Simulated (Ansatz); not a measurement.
Ta₃. The state is a doublet with charge 0. Geometry PBE-D4/def2-TZVPD, that of the charge -1 singlet; atoms count from 1.

```xyz
3

Ta   -1.4146    0.0694    0.5454
Ta    0.6471    1.0817    0.0788
Ta    0.7675   -1.1510   -0.6242
```

In the def2 sets Ta takes a core potential; there is no spin–orbit coupling. The charge 0 doublet is spin-contaminated (final ⟨S²⟩ up to 1.98, 0.75 for a pure state). The structure comes from a short search, and lower isomers may exist.

(1) Estimate the Mulliken populations from the PBE0/def2-TZVPD orbitals of Ansatz.

(2) Where does the spin sit?

(3) And the Mayer bond orders between heavy atoms (over 0.3)?

## Answers

(1) 
```
atom  charge (e)  spin (α − β)  d electrons
 Ta1       -0.02          0.59         3.56
 Ta2        0.05         -0.68         3.68
 Ta3       -0.03          1.08         3.57
```
Mulliken values depend strongly on the basis. With diffuse functions, as here, like atoms can get unlike values, and bond orders can come out too low or too high.

(2) Summed by element: Ta 1.00, of 1 unpaired in all. Largest on single atoms: Ta3 1.08, Ta2 -0.68, Ta1 0.59.

(3) Ta1–Ta2 2.81 (2.34 Å); Ta1–Ta3 1.78 (2.76 Å); Ta2–Ta3 2.63 (2.34 Å).
